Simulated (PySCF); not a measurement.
[Lu(PH3)]3+ at several levels of theory

Computed with PySCF 2.14.0 (density fitting, no spin-orbit coupling) at the geometry relaxed with PBE0:

```xyz
5
[Lu(PH3)]3+ (singlet in the valence; each metal's 4f electrons, 14 of them, lie in its core potential, out of spins and levels)
Lu    0.0000    0.0000   -0.3385
P     0.0000    0.0000    2.5031
H     1.3378    0.0000    3.0043
H    -0.6689    1.1586    3.0043
H    -0.6689   -1.1585    3.0043
```

| level | basis | state | HOMO (eV) | gap (eV) | charge on Lu1 (e) | population of f-type functions on Lu1 (polarisation alone where 4f lies in the core) | dipole about the centre of mass (D) | largest force component (eV/Å) |
| --- | --- | --- | --- | --- | --- | --- | --- | --- |
| PBE0 | Lu lcecp-1-SVP with ECP60, P def2-SVP, H def2-SVP | singlet | -24.80 | 4.92 | 2.24 | 0.00 | 3.96 | 0.01 |
| BLYP | the same | singlet | -23.72 | 2.73 | 2.15 | 0.00 | 4.64 | 0.29 |
| PBE0 | Lu lcecp-1-TZVP with ECP60, P def2-TZVP, H def2-TZVP | singlet | -24.69 | 4.88 | 2.29 | 0.00 | 4.11 | 0.18 |

In the lcecp rows the 4f levels are missing from HOMO and gap, and the state counts the valence alone.

Charges are Mulliken's, which hang on the basis. The relaxation used the grid (50, 194), these runs (75, 302) or, all-electron (x2c bases, spin-free X2C Hamiltonian), (99, 590).

Question: What does revPBE with Lu lcecp-1-SVP with ECP60, P def2-SVP, H def2-SVP give here?

Answer: state singlet, HOMO (eV) -23.81, gap (eV) 3.00, charge on Lu1 (e) 2.19, population of f-type functions on Lu1 (polarisation alone where 4f lies in the core) 0.00, dipole about the centre of mass (D) 4.46, largest force component (eV/Å) 0.24. Time: 4 s on 2 threads of Arm Neoverse V1, with other jobs on the host, from an already converged density.

In the first row's basis the gap widens with exact exchange: 2.7 to 3.0 eV for BLYP, revPBE (none); 4.9 eV for PBE0 (a fixed share).

An lcecp potential fixes the number of 4f electrons, so in runs with it no electron can move into or out of that shell.
